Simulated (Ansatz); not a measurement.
Si₂₁SbH₂₈⁺, a doped nanocrystal cut from the lattice of silicon (Sb on an inner site), relaxed as a singlet with RKS PBE-D4/def2-SVP in Ansatz, starting from the PBE-D4/def2-SVP geometry of the neutral doublet. Force threshold 0.03 eV/Å.

In the def2 sets Sb takes a core potential; there is no spin–orbit coupling. Single mean-field runs in def2-SVP are fitted with def2-universal-jkfit.

Start:

Cartesian coordinates in Å:
```
Si -4.222 0.560 0.383
Si -2.826 -4.138 -2.146
Si -2.575 1.731 3.654
Si -2.003 3.701 0.386
Si -0.656 0.531 -1.327
Si 1.460 3.702 -1.275
Si 0.894 1.728 1.968
Si 2.812 0.534 -2.959
Si -1.231 -1.462 1.940
Si 0.140 -4.697 0.314
Si 2.221 -1.437 0.278
Si 0.688 -2.637 -3.054
Si 4.371 1.769 0.327
Si -3.546 2.435 1.630
Sb -2.394 -1.139 -0.360
Si -0.504 -4.343 -1.931
Si -0.661 0.450 3.184
Si -0.087 2.415 -0.053
Si 1.257 -0.759 -1.755
Si 3.400 2.442 -1.711
Si 2.829 0.460 1.533
Si 0.693 -2.741 1.504
H -5.223 -0.245 1.176
H -4.899 1.009 -0.889
H -3.320 -3.004 -3.008
H -3.617 -4.222 -0.866
H -3.572 0.908 4.433
H -2.200 2.934 4.485
H -2.626 4.134 -0.919
H -1.612 4.938 1.157
H -1.224 0.994 -2.650
H 0.823 4.142 -2.572
H 1.810 4.937 -0.480
H 1.261 2.963 2.759
H 2.203 0.946 -4.277
H 4.040 -0.297 -3.245
H -2.195 -2.302 2.748
H -0.983 -5.418 1.024
H 1.346 -5.606 0.322
H 3.454 -2.256 -0.029
H -0.122 -2.176 -4.243
H 1.972 -3.235 -3.580
H 4.754 2.984 1.137
H 5.621 0.969 0.055
H -4.774 3.270 1.925
H -0.114 -5.618 -2.649
H -0.019 -0.016 4.473
H 4.392 3.280 -2.486
H 3.431 0.015 2.847
H 1.333 -3.132 2.818
```

```csv
step,energy (eV),largest force component (eV/Å),SCF passes
1,-172289.4405,1.219,22
2,-172289.9374,1.286,22
3,-172290.3246,1.219,21
4,-172290.6335,0.831,20
5,-172290.9161,0.639,19
6,-172291.1029,0.321,19
7,-172291.1893,0.153,19
8,-172291.2141,0.160,20
9,-172291.2195,0.126,19
10,-172291.2226,0.071,20
11,-172291.2288,0.013,21
```

Force components are those of the run's own axes.

End:

```xyz
50

Si   -4.3355    0.4977    0.3446
Si   -2.7244   -3.0634   -1.5308
Si   -2.6521    1.6099    3.6071
Si   -2.0763    3.5972    0.2774
Si   -0.5114    0.5178   -1.4235
Si    1.4649    3.6993   -1.3083
Si    0.8779    1.6981    1.9382
Si    2.8940    0.5326   -2.9808
Si   -1.0844   -1.5907    2.0837
Si    0.2131   -4.7492    0.2583
Si    2.2961   -1.4416    0.2821
Si    0.7714   -2.7180   -3.0598
Si    4.3853    1.8001    0.3424
Si   -3.6024    2.3588    1.5829
Sb   -2.2264   -0.9304   -0.1432
Si   -0.6615   -4.1484   -1.8476
Si   -0.6491    0.4317    3.2087
Si   -0.0833    2.3984   -0.0912
Si    1.3733   -0.8267   -1.7926
Si    3.4207    2.4458   -1.7083
Si    2.8480    0.4726    1.5370
Si    0.8257   -2.8326    1.4870
H    -5.2649   -0.4296    1.0778
H    -4.8808    0.8171   -1.0202
H    -3.3658   -2.5390   -2.7863
H    -3.7245   -3.8283   -0.7091
H    -3.6361    0.7278    4.3299
H    -2.3349    2.8158    4.4509
H    -2.7084    3.9443   -1.0455
H    -1.7386    4.8611    1.0234
H    -1.2332    0.8642   -2.7022
H     0.8135    4.1094   -2.6037
H     1.7742    4.9278   -0.4931
H     1.1958    2.9501    2.7201
H     2.2532    0.9176   -4.2892
H     4.1296   -0.2857   -3.2508
H    -2.1353   -2.4281    2.7687
H    -0.8180   -5.5396    1.0206
H     1.4415   -5.5919    0.0401
H     3.5412   -2.2415   -0.0178
H     0.0823   -2.2752   -4.3245
H     2.0236   -3.4798   -3.4058
H     4.7190    3.0214    1.1584
H     5.6373    1.0009    0.0921
H    -4.8376    3.1805    1.8633
H    -0.9687   -5.3880   -2.6528
H    -0.0084    0.0413    4.5190
H     4.3979    3.2964   -2.4829
H     3.4100    0.0275    2.8656
H     1.4722   -3.2358    2.7907
```

Bonds formed: Si2–Sb15 (atoms count from 1).

No frequencies were taken in this run, so the end may be a saddle point.

Run time 46 s (2 threads of AMD EPYC 7R13 on a shared host and a share (18 GiB) of an NVIDIA H100 80GB HBM3), peak host memory 1.2 GiB.
